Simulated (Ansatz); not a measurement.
The first iterations of a band of C3H4BrCl (9 atoms, charge 0, multiplicity 1).

Theory: RKS r2SCAN-D4/def2-SVP (Ansatz 0.2.0).

```
movable images  : 7
climbing image  : yes
spring          : 5.0 eV/Å²
optimiser       : quadratic models (default)
start path      : through a guess of the saddle point
force threshold : 0.03 eV/Å
iteration limit : 60
end points      : relaxed
```

Initial state:

```xyz
9
Properties=species:S:1:pos:R:3
C 0.035 0.620 1.328
C -0.500 0.018 0.260
C 0.314 -0.429 -0.897
Cl 0.092 -2.181 -1.191
Br -0.187 0.602 -2.506
H -0.589 0.938 2.167
H 1.111 0.816 1.398
H -1.575 -0.178 0.187
H 1.388 -0.251 -0.764
```

Final state:

```xyz
9
Properties=species:S:1:pos:R:3
C 0.390 0.188 1.155
C -0.362 0.351 -0.122
C -0.223 -0.401 -1.224
Cl 0.886 -1.726 -1.353
Br -1.246 -0.086 -2.787
H -0.305 0.018 1.994
H 0.952 1.107 1.393
H -1.102 1.156 -0.183
H 1.097 -0.651 1.110
```

| iteration | highest image above the first end (eV) | largest band force component (eV/Å) |
| --- | --- | --- |
| 1 | 6.166 | 8.300 |
| 2 | 4.646 | 4.059 |
| 3 | 3.560 | 2.965 |
| 4 | 3.015 | 1.292 |

Task: Does the band converge within its limit, and where does its top end?

Result: The forces met the threshold. It ended after 14 iterations with the highest image 3.555 eV above the first end. Neighbouring images differ by up to 1.8 eV, so the band resolves the path poorly. A vibrational analysis at the climbing image gives one clearly imaginary mode, 1763i cm⁻¹: a first-order saddle point. The orbitals stay closed-shell, which can raise the energy where a bond breaks towards radicals; this wasn't checked here.

Time of the run: 2.3 min on 2 threads of AMD EPYC 9R45 96-Core Processor (Zen 5), with other jobs on the host, peak memory 0.2 GiB.
